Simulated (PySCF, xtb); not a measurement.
germylsulfanylgermane (Ge2H6S), SMILES [S]([GeH3])[GeH3].

Harmonic wavenumbers (cm⁻¹) from GFN2-xTB in xtb at its own minimum, in rising order: 80, 84, 85, 373, 388, 483, 496, 497, 539, 740, 764, 814, 819, 833, 845, 1915, 1918, 1982, 1999, 2043, 2056.

What does B3LYP-D3(BJ)/def2-SVP (PySCF) give at its own minimum? (The exact figures need the calculation; the answer reports its results.)

63, 73, 93, 369, 403, 544, 564, 576, 603, 821, 854, 866, 868, 883, 892, 2119, 2121, 2126, 2127, 2151, 2153. Paired by order, the mean absolute difference is 75 cm⁻¹ and the zero-point energies are 28.2 and 30.4 kcal/mol.
